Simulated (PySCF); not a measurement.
Compound: C3H7FO2Si.
Structure used (GFN2-xTB), in Å, numbered top down from 1:
```
atom  x, y, z in Å
C1    -2.2191    0.4241    0.0284
C2    -1.2701   -0.6978    0.4166
O3     0.0643   -0.3740    0.0045
C4     1.0286   -0.2977    0.9220
O5     0.8733   -0.5343    2.0946
Si6    2.6583    0.2565    0.0715
F7     2.4514    1.8156   -0.2715
H8    -3.2357    0.1491    0.2961
H9    -2.1694    0.6026   -1.0428
H10   -1.9522    1.3416    0.5473
H11   -1.2659   -0.8589    1.4994
H12   -1.5404   -1.6291   -0.0900
H13    2.8034   -0.3974   -1.2169
H14    3.7726    0.1995    0.9986
```

Method used: TDDFT CAM-B3LYP/def2-SVPD, vertical, gas phase, core orbitals frozen in the response in PySCF 2.14.0, density-fitted response routines. GFN2-xTB frequencies show an imaginary mode (23i cm⁻¹), so this geometry is no minimum at that level.

Problem. List the vertical singlet excitations with oscillator strengths and describe the spectrum.

Solution. 

```csv
state,E (eV),E (kJ/mol),λ (nm),f,"main configurations (H = HOMO, L = LUMO)"
S1,4.88,471,254.2,0.0034,H→L (88%)
S2,7.18,692,172.8,0.073,H-1→L (87%)
S3,7.31,705,169.6,0.0099,"H-2→L (51%), H-4→L (16%)"
S4,7.55,728,164.2,0.0039,"H→L+3 (32%), H-2→L (19%), H→L+4 (11%)"
S5,7.77,750,159.6,0.021,"H→L+1 (60%), H-3→L (16%), H→L+4 (8%)"
S6,7.85,757,158.0,0.012,"H-3→L (58%), H→L+1 (10%), H-4→L (9%)"
S7,8.37,807,148.2,0.157,"H→L+3 (32%), H→L+4 (31%), H→L+2 (17%)"
S8,8.55,825,145.0,0.0048,"H-4→L (43%), H-2→L (14%), H-5→L (9%)"
```

Triplets, Tamm–Dancoff:

| state | E (eV) | λ (nm) | main configurations (H = HOMO, L = LUMO) |
| --- | --- | --- | --- |
| T1 | 4.23 | 293.1 | H→L (86%) |
| T2 | 5.38 | 230.3 | H-1→L (72%) |
| T3 | 6.85 | 180.9 | H-2→L (53%), H-4→L (22%) |

The lowest singlet lies at 4.88 eV (254 nm, ultraviolet) and is very weak; its leading configuration is HOMO→LUMO (88%). The most intense listed level is S7 at 8.37 eV (148 nm, f = 0.157), 3.49 eV above S1. Löwdin shares by element: HOMO oxygen 62%, carbon 14% or more, silicon 11%; LUMO oxygen 29%, silicon 26%, carbon 25% or more (atoms not listed hold the other 20%). Of the 8 states listed, 4 reach f = 0.01 and none stays under 0.0005. Weighted by f, the mean energy of these states is 7.91 eV. The oscillator strengths of these states sum to 0.285; summed over the whole spectrum of an exact calculation they would give the number of electrons, 64 (Thomas–Reiche–Kuhn). Only the lowest 8 singlets were computed, as vertical energies without vibronic structure.

One conformer stands for the species.
